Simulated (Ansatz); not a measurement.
Reaction (formal exchange of groups at the Si–C bond): `O=CC(O)[SiH2]O` + `C=CF` → `C=C(F)[SiH2]O` + `O=CCO`

Gas-phase electronic energies from Ansatz, PBE0-D4/def2-TZVP geometries. CBS: MP2 limit from def2 TZ/QZ plus the TZ coupled-cluster correction, frozen cores. Functionals use def2-TZVPP. B3LYP here is the variant with VWN-RPA as its local correlation; programs differ in this. Each species was taken in one conformer, which may not be the lowest.

`O=CC(O)[SiH2]O`:

```xyz
12

O    -0.462    1.639   -1.865
C     0.396    1.263   -1.103
C     0.059    0.645    0.196
O    -1.324    0.712    0.457
Si    0.459   -1.228    0.249
O    -0.205   -1.809    1.630
H     1.471    1.347   -1.353
H     0.638    1.144    0.987
H    -1.711    1.109   -0.341
H    -0.136   -1.824   -0.975
H     1.916   -1.492    0.315
H    -1.100   -1.506    1.802
```

`C=CF`:

Z-matrix (Å, degrees):
```
C
C 1 1.316
H 1 1.081 2 119.2
H 1 1.082 2 121.6 3 -180.0
F 2 1.336 1 122.3 3 180.0
H 2 1.084 1 125.7 3 0.0
```

`C=C(F)[SiH2]O`:

Cartesian coordinates in Å:
```
C -0.151 1.670 -0.079
C -0.650 0.501 -0.444
F -1.678 0.462 -1.326
Si -0.076 -1.192 0.131
O 1.285 -1.044 1.041
H 0.660 1.696 0.637
H -0.539 2.606 -0.465
H -1.103 -1.811 0.998
H 0.145 -2.027 -1.080
H 2.107 -0.860 0.586
```

`O=CCO`:

Cartesian coordinates in Å:
```
O 0.593 0.078 1.617
C 0.559 -0.512 0.570
C -0.234 -0.003 -0.593
O -0.890 1.183 -0.300
H 1.114 -1.458 0.417
H 0.459 0.115 -1.442
H -0.941 -0.796 -0.886
H -0.660 1.394 0.617
```

Problem. Is it downhill or uphill in electronic energy at CCSD(T)/CBS, and by how much? (Estimate.)

Solution. Ansatz gave: Nearly level: ΔE = +0.02 eV.

Problem. What do these levels give: r2SCAN-D4, PBE0-D4, B3LYP-D4, ωB97X-V, ωB97M-V, B2PLYP, PBE, B3LYP, SCS-MP2/def2-TZVPP, HF/CBS(def2), MP2/CBS(def2), CCSD/CBS(def2)? (An estimate is asked.)

Solution. The calculation gave: r2SCAN-D4 0.06, PBE0-D4 0.04, B3LYP-D4 0.03, ωB97X-V 0.01, ωB97M-V 0.03, B2PLYP 0.01, PBE 0.05, B3LYP -0.01, SCS-MP2/def2-TZVPP 0.01, HF/CBS(def2) -0.10, MP2/CBS(def2) 0.04, CCSD/CBS(def2) 0.00 eV.

Largest T1 diagnostic among the species: 0.014.

In def2-TZVPP, CCSD(T) changes the Hartree–Fock value by +0.12 eV (the triples alone add +0.02 eV) and MP2 by +0.14 eV.
